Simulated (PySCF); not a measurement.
Nb(O)(OH)2(Me) (CH5NbO3), SMILES [CH3][Nb](=[O])([OH])[OH], multiplicity 1. The structure is a stationary point at B3LYP-D3(BJ)/def2-SVP. The multiplicity is an assumed one; no other spin state was optimised. The structure was generated by enumeration; whether it is a known compound was not checked. The def2 effective core potentials stand for the cores of Nb; spin–orbit coupling is left out. The values are those of a single conformer.

Computed equilibrium geometry at B3LYP-D3(BJ)/def2-SVP (PySCF confirms it by a frequency run) as bond lengths and angles, and its point group (one conformer of several):
point group Cs.
Atoms: Nb1 O2 O3 H4 O5 H6 C7 H8 H9 H10. Bonds (Å): Nb1–O2 1.709, Nb1–O3 1.903, Nb1–O5 1.903, Nb1–C7 2.169, O3–H4 0.965, O5–H6 0.965, C7–H8 1.103, C7–H9 1.104, C7–H10 1.103. Bond angles (°): O2–Nb1–O3 111.3, O2–Nb1–O5 111.3, O2–Nb1–C7 104.7, O3–Nb1–O5 114.2, O3–Nb1–C7 107.4, O5–Nb1–C7 107.4, Nb1–O3–H4 133.9, Nb1–O5–H6 133.9, Nb1–C7–H8 110.4, Nb1–C7–H9 110.4, Nb1–C7–H10 110.4, H8–C7–H9 108.8, H8–C7–H10 107.9, H9–C7–H10 108.8.
Charge 0, spin multiplicity 1.
